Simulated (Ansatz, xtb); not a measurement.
## Relative energy of two isomers of C6H11P

We compare I, `CC1=C(C)CPC1`, a singlet, with II, `CCC1=CCPC1`, a singlet. Both are isolated molecules in the gas phase, relaxed with PBE0-D3(BJ)/def2-SVP, each in the lowest conformer that the search found.

I (Å):

```xyz
18

C    -0.5782    0.6965   -1.1160
C    -0.0032   -0.4359   -0.3287
C    -0.5320   -1.6665   -0.1797
C    -1.8098   -2.1695   -0.7688
C     0.2295   -2.6007    0.7268
C     1.2720   -0.1749    0.4328
P     1.8993   -1.8244    1.0500
H     0.1271    1.0274   -1.8973
H    -1.5276    0.4407   -1.6050
H    -0.7561    1.5713   -0.4674
H    -1.6268   -3.0543   -1.4019
H    -2.5041   -2.4939    0.0253
H    -2.3255   -1.4175   -1.3808
H     0.3470   -3.6091    0.2958
H    -0.3090   -2.7408    1.6828
H     2.4646   -2.2190   -0.2045
H     1.0828    0.4977    1.2903
H     2.0385    0.3270   -0.1812
```

II (Å):

```xyz
18

C    -3.1904    0.1084   -0.7313
C    -1.8172    0.7158   -0.4579
C    -0.7068   -0.2917   -0.4305
C     0.3275   -0.3188   -1.2839
C     1.3221   -1.4307   -1.1343
C    -0.7335   -1.4124    0.5795
P     0.9427   -2.2472    0.5126
H    -3.9687    0.8860   -0.7548
H    -3.4750   -0.6194    0.0442
H    -3.2042   -0.4143   -1.7003
H    -1.5897    1.4821   -1.2159
H    -1.8439    1.2400    0.5153
H     0.4307    0.4159   -2.0899
H     1.2220   -2.1732   -1.9473
H     2.3693   -1.0879   -1.1610
H     1.6061   -1.2510    1.2975
H    -1.5196   -2.1482    0.3316
H    -0.9548   -1.0611    1.6012
```

Q: Estimate which is lower in electronic energy at CCSD(T)/def2-SVP + ΔMP2/def2-TZVPP, and by roughly how much.

A: The CCSD(T)/def2-SVP + ΔMP2/def2-TZVPP calculation puts structure I lower, by 3.0 kcal/mol.

The same difference at several levels:

```
                             level              geometry  E(II) − E(I) (kcal/mol)  departure from the last row (kcal/mol)  job, with rough time for the two
                          GFN2-xTB              GFN2-xTB                      +4.0                                    +1.0              optimisation, 0.16 s
                         HF/STO-3G              GFN2-xTB                      +2.8                                    −0.2              single point, 0.48 s
                r2SCAN-D4/def2-SVP              GFN2-xTB                      +3.9                                    +0.9               single point, 4.5 s
              PBE0-D3(BJ)/def2-SVP  PBE0-D3(BJ)/def2-SVP                      +3.8                                    +0.8                optimisation, 50 s
                       HF/def2-SVP  PBE0-D3(BJ)/def2-SVP                      +2.2                                    −0.8           part of the CCSD(T) run
                      MP2/def2-SVP  PBE0-D3(BJ)/def2-SVP                      +3.4                                    +0.4           part of the CCSD(T) run
                  CCSD(T)/def2-SVP  PBE0-D3(BJ)/def2-SVP                      +3.0                                     0.0                      single point
CCSD(T)/def2-SVP + ΔMP2/def2-TZVPP  PBE0-D3(BJ)/def2-SVP                      +3.0                                                        single point, 99 s
```

As drawn, both hold the same kinds of bond in the same numbers. Structure I has 2 methyl groups, II 1.

None of the levels shown reverses the order. The largest departure from CCSD(T)/def2-SVP + ΔMP2/def2-TZVPP is that of GFN2-xTB, 1.0 kcal/mol. The last row adds to CCSD(T) the change of the MP2 difference between the two basis sets, here 0.0 kcal/mol.

With thermal terms from frequencies at re-optimised GFN2-xTB minima (ideal gas, soft modes damped towards free rotors, one conformer each, 298.15 K, 1 atm): on the last row, ΔE + ΔZPE = +3.6, ΔH = +3.3, ΔG = +4.0 kcal/mol.

The correlated steps freeze 11 core orbitals. Programs: Ansatz 0.2.0, xtb 6.7.1; the last row on 4 threads of Arm Neoverse V1 on a shared host.
